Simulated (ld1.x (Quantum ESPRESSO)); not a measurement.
# Rb, TM: configuration errors across variants

```json
{"Element": "Rb", "Generator": "ld1.x (Quantum ESPRESSO) 7.5", "Type": "norm-conserving Troullier–Martins (Kleinman–Bylander form)", "Functional": "PBE", "Relativity": "non-relativistic", "Frozen core": "[Ar] 3d10", "Valence charge": "9", "Reference configuration": "4s2 4p6 5s1 5p0", "Partial waves": "4s (bound): rc 1.85 bohr; 4p (bound): rc 2.25 bohr; 4d channel at -0.15 Ry: rc 2.05 bohr", "Local potential": "the d channel", "Core correction": "none"}
```

Occupied shells without a wave of their own: 5s. They enter only through the test configuration that unscreens the potential.

All-electron excitation energies from the reference (eV): (1) 4s2 4p6 5s0 5p0 4.085; (2) 4s2 4p6 5s0.5 5p0 1.554; (3) 4s2 4p6 5s0 5p1 1.452; (4) 4s1 4p6 5s1 5p0 36.582; (5) 4s2 4p5 5s1 5p0 21.204.

Errors AE − PS in meV (a dash: test not solved or not reliable):

| change | (1) | (2) | (3) | (4) | (5) | bound ghosts |
| --- | --- | --- | --- | --- | --- | --- |
| base | +9.9 | +3.8 | +6.2 | -2.0 | -6.2 | none |
| wave 4s (bound): rc 1.85 bohr becomes 4s (bound): rc 1.20 bohr | +34 | +13 | +22 | +5.9 | -18 | none |
| wave 4s (bound): rc 1.85 bohr becomes 4s (bound): rc 1.66 bohr | +25 | +9.7 | +16 | +1.3 | -14 | none |
| wave 4s (bound): rc 1.85 bohr becomes 4s (bound): rc 1.94 bohr | -2.8 | -1.0 | -2.1 | -4.4 | -0.1 | none |
| wave 4s (bound): rc 1.85 bohr becomes 4s (bound): rc 2.20 bohr | -55 | -21 | -36 | -14 | +23 | none |
| wave 4s (bound): rc 1.85 bohr becomes 4s (bound): rc 2.44 bohr | -122 | -46 | -80 | -22 | +50 | none |
| wave 4s (bound): rc 1.85 bohr becomes 4s (bound): rc 2.78 bohr | -232 | -87 | -153 | -28 | +89 | none |

Task: Give the same row for: wave 4s (bound): rc 1.85 bohr becomes 4s (bound): rc 1.42 bohr.

Result: +34, +13, +22, +6.2, -18; bound ghosts: none.
